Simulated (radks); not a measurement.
Problem. The table gives one normalised radial function P(r) = r R(r) of B2+ in [He] 2s1 (r in bohr). Calculated with a radial shooting solver on a logarithmic mesh with Libxc functionals: non-relativistic Kohn-Sham, PBE, spin-polarised, spherical densities, point nucleus; open shells are filled with parallel spins first.

r,P
0.02484,0.1211
0.02735,0.1316
0.03035,0.1438
0.0334,0.1558
0.03706,0.1697
0.0408,0.1832
0.04527,0.1986
0.04983,0.2135
0.05529,0.2302
0.06086,0.2460
0.06753,0.2635
0.07434,0.2798
0.08249,0.2972
0.0908,0.3127
0.1007,0.3286
0.1109,0.3420
0.1231,0.3545
0.1355,0.3637
0.1503,0.3703
0.1654,0.3725
0.1836,0.3700
0.2021,0.3623
0.2242,0.3472
0.2468,0.3262
0.2739,0.2950
0.3015,0.2578
0.3345,0.2077
0.3682,0.1524
0.4086,0.0825
0.4497,0.0093
0.499,-0.0786
0.5493,-0.1662
0.6095,-0.2662
0.6709,-0.3607
0.7444,-0.4622
0.8195,-0.5522
0.9093,-0.6426
1.001,-0.7157
1.111,-0.7781
1.222,-0.8157
1.356,-0.8311
1.493,-0.8201
1.657,-0.7813
1.824,-0.7231
2.024,-0.6410
2.228,-0.5535
2.472,-0.4535
2.721,-0.3625
3.019,-0.2713
3.323,-0.1978
3.687,-0.1324
4.059,-0.0861
4.504,-0.0504
4.957,-0.0286
5.501,-0.0142

Which n and l does it have? It may be an empty orbital.

Solution. n = 2, l = 0: the number of nodes gives n - l - 1 = 1, the rise at small r (about r^(l+1)) gives l, and the extent must fit the shell. The curve is that of 2s up; the table hardly tells the two spins apart. 2s up: eigenvalue -32.656 eV, 1 radial node at r = 0.455 bohr, <r> = 1.62 bohr, 90 % of the charge inside 2.50 bohr.
